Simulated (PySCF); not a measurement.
**Magnetisability: SMILES CC/C(=C/[SiH2]C)[SiH2]C(=O)O, C₆H₁₄O₂Si₂**

Molfile (atoms numbered from 1):
```
C6H14O2Si2
     RDKit          3D

 24 23  0  0  0  0  0  0  0  0999 V2000
   -2.6541   -0.8152    0.1224 C   0  0  0  0  0  0  0  0  0  0  0  0
   -1.6902   -1.3265   -0.9471 C   0  0  0  0  0  0  0  0  0  0  0  0
   -0.3398   -0.6599   -0.8316 C   0  0  0  0  0  0  0  0  0  0  0  0
    0.7156   -1.3507   -0.3921 C   0  0  0  0  0  0  0  0  0  0  0  0
    2.4916   -0.7832   -0.1051 Si  0  0  0  0  0  4  0  0  0  0  0  0
    2.6617   -0.0556    1.6385 C   0  0  0  0  0  0  0  0  0  0  0  0
   -0.2959    1.1687   -1.3188 Si  0  0  0  0  0  4  0  0  0  0  0  0
   -0.3150    2.2071    0.2980 C   0  0  0  0  0  0  0  0  0  0  0  0
    0.6455    2.5598    0.9365 O   0  0  0  0  0  0  0  0  0  0  0  0
   -1.5625    2.5019    0.6894 O   0  0  0  0  0  0  0  0  0  0  0  0
   -2.2600   -1.0260    1.1146 H   0  0  0  0  0  0  0  0  0  0  0  0
   -2.7943    0.2592    0.0294 H   0  0  0  0  0  0  0  0  0  0  0  0
   -3.6221   -1.3019    0.0246 H   0  0  0  0  0  0  0  0  0  0  0  0
   -1.5784   -2.4090   -0.8421 H   0  0  0  0  0  0  0  0  0  0  0  0
   -2.1126   -1.1252   -1.9348 H   0  0  0  0  0  0  0  0  0  0  0  0
    0.5404   -2.3977   -0.1490 H   0  0  0  0  0  0  0  0  0  0  0  0
    3.3309   -1.9893   -0.2234 H   0  0  0  0  0  0  0  0  0  0  0  0
    2.9191    0.1851   -1.1212 H   0  0  0  0  0  0  0  0  0  0  0  0
    3.7038    0.1241    1.8865 H   0  0  0  0  0  0  0  0  0  0  0  0
    2.1381    0.8933    1.7087 H   0  0  0  0  0  0  0  0  0  0  0  0
    2.2527   -0.7204    2.3952 H   0  0  0  0  0  0  0  0  0  0  0  0
   -1.5233    1.5359   -2.0342 H   0  0  0  0  0  0  0  0  0  0  0  0
    0.8967    1.5356   -2.0804 H   0  0  0  0  0  0  0  0  0  0  0  0
   -1.5596    3.0098    1.5202 H   0  0  0  0  0  0  0  0  0  0  0  0
  1  2  1  0
  2  3  1  0
  3  4  2  0
  4  5  1  0
  5  6  1  0
  3  7  1  0
  7  8  1  0
  8  9  2  0
  8 10  1  0
  1 11  1  0
  1 12  1  0
  1 13  1  0
  2 14  1  0
  2 15  1  0
  4 16  1  0
  5 17  1  0
  5 18  1  0
  6 19  1  0
  6 20  1  0
  6 21  1  0
  7 22  1  0
  7 23  1  0
 10 24  1  0
M  END
```

Theory: GIAO B3LYP/pcSseg-1 magnetisability, rotational g tensor and spin-rotation constants, non-relativistic, gas phase (PySCF). Geometry: GFN2-xTB.

Q: How diamagnetic is it, and how anisotropic?

A: Isotropic -1699 × 10⁻³⁰ J/T², or -102.3 × 10⁻⁶ cm³/mol; principal values -1817, -1662, -1619 × 10⁻³⁰ J/T², anisotropy 181 × 10⁻³⁰ J/T² (root of half the summed squared differences of the principal values). The susceptibility is in cgs units.

Q: Split it along the inertial axes a, b, c into diamagnetic and paramagnetic parts about the centre of mass, with the quadrupole moment.

A: 
```tsv
axis	χ (10⁻⁶ cm³/mol)	diamagnetic (10⁻⁶ cm³/mol)	paramagnetic (10⁻⁶ cm³/mol)	summed x² of all electrons (Å²)	quadrupole Θ (D Å)
a	-98.0	-1352.3	1254.3	331.6	-0.79
b	-101.6	-1772.3	1670.7	232.6	-1.46
c	-107.3	-2393.6	2286.3	86.2	+2.24
```
Anisotropies 2χaa − χbb − χcc = +12.9 and 2χbb − χaa − χcc = +2.1 × 10⁻⁶ cm³/mol. Θ is traceless in Buckingham's convention.

Q: And the rotational g tensor?

A: 
| axis | rotational constant (GHz) | g | nuclear part | electronic part |
| --- | --- | --- | --- | --- |
| a | 1.0128 | -0.0187 | 0.5781 | -0.5968 |
| b | 0.7581 | -0.0126 | 0.5824 | -0.5950 |
| c | 0.5378 | -0.0081 | 0.5696 | -0.5777 |

Asymmetric top; isotopes 12C, 1H, 16O, 28Si; no vibrational averaging.
